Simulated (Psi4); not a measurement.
Psi4 input (wB97X-D/6-31G*):

```
memory 1500 MB

molecule {
1 2
Si   -0.05446100   -0.02835900    0.41810600
O     0.75189100   -1.21217500   -0.21553800
H     1.05097500   -1.46321400   -1.10216200
O    -0.69291800    1.24288400   -0.23721100
H    -0.76031000    1.61457200   -1.12933200
symmetry c1
no_reorient
no_com
}

set {
  basis 6-31G*
  reference uks
  scf_type pk
  dft_radial_points 99
  dft_spherical_points 590
  e_convergence 1e-8
  d_convergence 1e-7
  maxiter 150
}

e = energy('wb97x-d')
print_out(f'\nFINAL {e:.10f} DIPOLE {variable("CURRENT DIPOLE")[0]:.6f} {variable("CURRENT DIPOLE")[1]:.6f} {variable("CURRENT DIPOLE")[2]:.6f}\n')
```

From the output:

```
  HONO-1 :   15  A 1.9992349
  HONO-0 :   16  A 1.0000000
  LUNO+0 :   17  A 0.0007651
  LUNO+1 :   18  A 0.0002240
  LUNO+2 :   19  A 0.0000364
  LUNO+3 :   20  A 0.0000283

Computation Completed

Properties will be evaluated at   0.000000,   0.000000,   0.000000 [a0]

Properties computed using the SCF density matrix

 Multipole Moments:

 ------------------------------------------------------------------------------------
     Multipole            Electronic (a.u.)      Nuclear  (a.u.)        Total (a.u.)
 ------------------------------------------------------------------------------------

 L = 1.  Multiply by 2.5417464519 to convert [e a0] to [Debye]
 Dipole X            :          0.0966153           -0.0000094            0.0966059
 Dipole Y            :          0.0503034            0.0000076            0.0503110
 Dipole Z            :         -0.7416775           -0.0000038           -0.7416813
 Magnitude           :                                                    0.7496366

 ------------------------------------------------------------------------------------

FINAL -440.7758903459 DIPOLE 0.096606 0.050311 -0.741681

*** Psi4 exiting successfully. Buy a developer a beer!
```

The dipole moment of an ion depends on the origin.

The geometry given is a B3LYP-D3(BJ)/def2-TZVP minimum.
